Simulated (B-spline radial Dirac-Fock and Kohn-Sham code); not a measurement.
Si⁴⁺: eigenvalues, ΔSCF and the reference

System: Si⁴⁺, 1s2 2s2 2p6.

The density-functional columns are spherical, spin-unpolarised Dirac-Kohn-Sham results without Breit or QED terms: −ε is minus the orbital energy of the initial state and ΔSCF the difference of two total energies. The reference in the last column comes from Dirac-Fock energy differences between relaxed states, corrected for Breit and QED terms. All numbers are from a radial atomic solver, in eV; a selection of levels is shown.

```
level  LDA −ε  LDA ΔSCF  PBE −ε  PBE ΔSCF  Dirac-Fock
   1s  1833.4    1915.1  1840.9    1923.0      1909.4
   2s   191.6     210.0   192.4     210.7       218.0
2p1/2   149.0     168.5   149.0     168.5       165.8
2p3/2   148.4     167.8   148.3     167.8       165.2
```

Q: Order the estimates of the K (1s) level by their distance from the Dirac-Fock value, nearest first.
A. PBE −ε
B. LDA ΔSCF
C. LDA −ε
D. PBE ΔSCF

A: B (5.7 eV), D (13.6 eV), A (68.5 eV), C (76.0 eV).

For the outermost level NIST gives 166.767 eV (measured); the differences from it are LDA −ε -18.40, LDA ΔSCF +1.05, PBE −ε -18.45, PBE ΔSCF +1.03, Dirac-Fock -1.58 eV.

Values without a named source are computed, but for edge energies of neutral atoms, which are taken from tables.
